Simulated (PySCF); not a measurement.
SMILES [CH3][Al]([CH3])[NH][SiH2]N (C₂H₁₁AlN₂Si), GFN2-xTB optimised geometry.

```
17

Si    -0.78    -0.29     0.00
N      0.94    -0.29     0.00
N     -1.22    -1.12     1.47
Al    -0.46    -1.86     2.93
C      1.52    -2.01     3.12
C     -1.74    -2.50     4.32
H     -1.19     1.12     0.00
H     -1.42    -1.00    -1.13
H      1.40    -1.12     0.36
H      1.42     0.04    -0.82
H     -2.23    -1.16     1.54
H      1.81    -2.27     4.14
H      1.96    -2.78     2.47
H      2.02    -1.07     2.87
H     -2.30    -1.69     4.78
H     -1.24    -3.04     5.13
H     -2.49    -3.19     3.90
```

Density from PBE0/def2-SVP run with PySCF at that geometry.

Minimum of the electron density along straight lines between bonded atoms, close to the bond critical point (lines longer than 1.1 times the sum of covalent radii, or with two minima, are not listed):

```json
[
 {"bond": "Si1–N2", "length / Å": "1.721", "ρ at the minimum / e bohr⁻³": "0.124", "∇²ρ there / e bohr⁻⁵": "0.75", "position (fraction from the first atom)": "0.40"},
 {"bond": "Si1–N3", "length / Å": "1.739", "ρ at the minimum / e bohr⁻³": "0.120", "∇²ρ there / e bohr⁻⁵": "(withheld)", "position (fraction from the first atom)": "0.40"},
 {"bond": "N3–Al4", "length / Å": "1.808", "ρ at the minimum / e bohr⁻³": "0.088", "∇²ρ there / e bohr⁻⁵": "(withheld)", "position (fraction from the first atom)": "0.58"},
 {"bond": "Al4–C5", "length / Å": "1.994", "ρ at the minimum / e bohr⁻³": "0.078", "∇²ρ there / e bohr⁻⁵": "0.30", "position (fraction from the first atom)": "0.40"},
 {"bond": "Al4–C6", "length / Å": "1.997", "ρ at the minimum / e bohr⁻³": "0.078", "∇²ρ there / e bohr⁻⁵": "0.29", "position (fraction from the first atom)": "0.40"},
 {"bond": "Si1–H7", "length / Å": "1.469", "ρ at the minimum / e bohr⁻³": "0.118", "∇²ρ there / e bohr⁻⁵": "0.33", "position (fraction from the first atom)": "0.49"},
 {"bond": "Si1–H8", "length / Å": "1.478", "ρ at the minimum / e bohr⁻³": "0.116", "∇²ρ there / e bohr⁻⁵": "0.31", "position (fraction from the first atom)": "0.48"},
 {"bond": "N2–H9", "length / Å": "1.007", "ρ at the minimum / e bohr⁻³": "0.331", "∇²ρ there / e bohr⁻⁵": "-1.52", "position (fraction from the first atom)": "0.77"},
 {"bond": "N2–H10", "length / Å": "1.006", "ρ at the minimum / e bohr⁻³": "0.333", "∇²ρ there / e bohr⁻⁵": "-1.53", "position (fraction from the first atom)": "0.76"},
 {"bond": "N3–H11", "length / Å": "1.016", "ρ at the minimum / e bohr⁻³": "0.323", "∇²ρ there / e bohr⁻⁵": "(withheld)", "position (fraction from the first atom)": "0.76"},
 {"bond": "C5–H12", "length / Å": "1.095", "ρ at the minimum / e bohr⁻³": "0.265", "∇²ρ there / e bohr⁻⁵": "-0.91", "position (fraction from the first atom)": "0.62"},
 {"bond": "C5–H13", "length / Å": "1.095", "ρ at the minimum / e bohr⁻³": "0.263", "∇²ρ there / e bohr⁻⁵": "-0.90", "position (fraction from the first atom)": "0.62"},
 {"bond": "C5–H14", "length / Å": "1.094", "ρ at the minimum / e bohr⁻³": "0.265", "∇²ρ there / e bohr⁻⁵": "-0.92", "position (fraction from the first atom)": "0.62"},
 {"bond": "C6–H15", "length / Å": "1.095", "ρ at the minimum / e bohr⁻³": "0.264", "∇²ρ there / e bohr⁻⁵": "-0.90", "position (fraction from the first atom)": "0.62"},
 {"bond": "C6–H16", "length / Å": "1.093", "ρ at the minimum / e bohr⁻³": "0.266", "∇²ρ there / e bohr⁻⁵": "-0.92", "position (fraction from the first atom)": "0.62"},
 {"bond": "C6–H17", "length / Å": "1.095", "ρ at the minimum / e bohr⁻³": "0.264", "∇²ρ there / e bohr⁻⁵": "-0.90", "position (fraction from the first atom)": "0.62"}
]
```

Fill in the missing entries.


- Si1–N3, ∇²ρ there / e bohr⁻⁵: 0.68
- N3–Al4, ∇²ρ there / e bohr⁻⁵: 0.60
- N3–H11, ∇²ρ there / e bohr⁻⁵: -1.43
